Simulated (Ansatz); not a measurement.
RuO: shapes and states compared

Computed with Ansatz's Gaussian-basis code (development build). Basis cc-pwCVTZ-PP on Ru, cc-pVTZ on O, scalar-relativistic core potentials (28 electrons on Ru), no spin–orbit coupling, 1 orbital frozen in the corrections; active space CAS(12,9). Restricted Hartree–Fock, then the lowest state-specific CASSCF solution met for each case. Coupled cluster stands on the determinant that it favours, not always the lowest RHF. On stretched bonds single-reference methods can fail or change state. Solutions in different active orbitals can move differences by tenths of an eV and at times more than 1 eV.

Case A, quintet: bond length 1.9734 Å.

Case B, triplet: bond length 1.7160 Å.

Case C, quintet: bond length 1.7160 Å.

Energy less that of case A, in eV:

```json
{"case": "B", "RHF/ROHF": "+2.133", "CASSCF": "-0.083", "CCSD(T)": "-0.155"}
{"case": "C", "RHF/ROHF": "+0.148", "CASSCF": "-0.756", "CCSD(T)": "-0.894"}
```

Task: What does SC-NEVPT2 give for these differences?

Result: B: -0.162 eV (-3.7 kcal/mol); C: -0.836 eV (-19.3 kcal/mol).

Task: Which case is lowest, and do the methods agree?

Result: C is lowest in SC-NEVPT2. RHF/ROHF puts A lowest.
